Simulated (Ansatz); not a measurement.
Cu3Ag4⁺. The state is a singlet with charge 1. Geometry r2SCAN-D4/def2-SVP.

```xyz
7

Ag   -0.8882    0.1952    2.8968
Ag    1.8721   -1.8690   -0.7334
Ag   -0.6945   -0.9153   -1.2596
Ag    1.2506    0.8456   -0.8126
Cu    0.4953   -0.8238    1.1014
Cu   -1.0009    0.9725    0.5419
Cu   -1.0344    1.5948   -1.7344
```

In the def2 sets Ag takes a core potential, while STO-3G treats all electrons; there is no spin–orbit coupling. LC-ωPBE has ω = 0.4 bohr⁻¹. No other spin state of charge 1 was run. Another isomer (singlet) lies 0.38 eV lower at PBE0-D4/def2-TZVP; other spin states weren't run for this one.

**Question.** Estimate the orbital energies around the gap (eV) in Ansatz with HF/STO-3G, PBE-D4/def2-SVP, PBE-D4/def2-TZVP, PBE0-D4/def2-SVP, LC-ωPBE/def2-TZVP.

**Answer.** 
```json
{"orbital": "HOMO−5", "HF/STO-3G": "-11.05", "PBE-D4/def2-SVP": "-9.67", "PBE-D4/def2-TZVP": "-9.86", "PBE0-D4/def2-SVP": "-11.30", "LC-ωPBE/def2-TZVP": "-13.85"}
{"orbital": "HOMO−4", "HF/STO-3G": "-10.91", "PBE-D4/def2-SVP": "-9.52", "PBE-D4/def2-TZVP": "-9.72", "PBE0-D4/def2-SVP": "-11.22", "LC-ωPBE/def2-TZVP": "-13.75"}
{"orbital": "HOMO−3", "HF/STO-3G": "-10.44", "PBE-D4/def2-SVP": "-9.51", "PBE-D4/def2-TZVP": "-9.68", "PBE0-D4/def2-SVP": "-11.11", "LC-ωPBE/def2-TZVP": "-13.63"}
{"orbital": "HOMO−2", "HF/STO-3G": "-8.71", "PBE-D4/def2-SVP": "-9.49", "PBE-D4/def2-TZVP": "-9.67", "PBE0-D4/def2-SVP": "-10.99", "LC-ωPBE/def2-TZVP": "-13.46"}
{"orbital": "HOMO−1", "HF/STO-3G": "-8.24", "PBE-D4/def2-SVP": "-9.19", "PBE-D4/def2-TZVP": "-9.31", "PBE0-D4/def2-SVP": "-9.63", "LC-ωPBE/def2-TZVP": "-11.49"}
{"orbital": "HOMO", "HF/STO-3G": "-7.82", "PBE-D4/def2-SVP": "-9.00", "PBE-D4/def2-TZVP": "-9.13", "PBE0-D4/def2-SVP": "-9.51", "LC-ωPBE/def2-TZVP": "-11.32"}
{"orbital": "LUMO", "HF/STO-3G": "-1.89", "PBE-D4/def2-SVP": "-7.84", "PBE-D4/def2-TZVP": "-7.93", "PBE0-D4/def2-SVP": "-7.00", "LC-ωPBE/def2-TZVP": "-4.93"}
{"orbital": "LUMO+1", "HF/STO-3G": "-1.87", "PBE-D4/def2-SVP": "-6.69", "PBE-D4/def2-TZVP": "-6.81", "PBE0-D4/def2-SVP": "-5.83", "LC-ωPBE/def2-TZVP": "-4.01"}
{"orbital": "LUMO+2", "HF/STO-3G": "-1.05", "PBE-D4/def2-SVP": "-6.49", "PBE-D4/def2-TZVP": "-6.60", "PBE0-D4/def2-SVP": "-5.59", "LC-ωPBE/def2-TZVP": "-3.74"}
{"orbital": "LUMO+3", "HF/STO-3G": "-0.79", "PBE-D4/def2-SVP": "-6.14", "PBE-D4/def2-TZVP": "-6.28", "PBE0-D4/def2-SVP": "-5.18", "LC-ωPBE/def2-TZVP": "-3.37"}
{"orbital": "LUMO+4", "HF/STO-3G": "-0.01", "PBE-D4/def2-SVP": "-5.18", "PBE-D4/def2-TZVP": "-5.32", "PBE0-D4/def2-SVP": "-4.38", "LC-ωPBE/def2-TZVP": "-2.63"}
{"orbital": "LUMO+5", "HF/STO-3G": "0.14", "PBE-D4/def2-SVP": "-4.89", "PBE-D4/def2-TZVP": "-5.01", "PBE0-D4/def2-SVP": "-4.07", "LC-ωPBE/def2-TZVP": "-2.23"}
```
